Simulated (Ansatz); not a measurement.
Ansatz results at the PBE0-D4/def2-TZVP geometry: ideal-gas entropy at 298 K and 1 bar (rigid rotor, harmonic PBE0-D4/def2-TZVP) 319 J/(mol·K); size of the dipole moment (PBE/def2-TZVPP) 1.13 D; size of the dipole moment (B3LYP/def2-TZVPP) 1.29 D.

Each molecule was computed in one conformer, which needn't be the lowest.

(1) Which molecule gave them?
A. `[SH][Al][SH]`•
B. `CN(C)[B]O`•
C. `[O][GaH][Cl]`•
D. `N[Si]([O])(Cl)Cl`•

Results:

(1) A. The others give `[O][GaH][Cl]`•: 302, 1.92, 1.99; `CN(C)[B]O`•: 333, 3.01, 3.02; `N[Si]([O])(Cl)Cl`•: 355, 3.40, 2.98.

B3LYP here is the variant with VWN-RPA as its local correlation; programs differ in this.
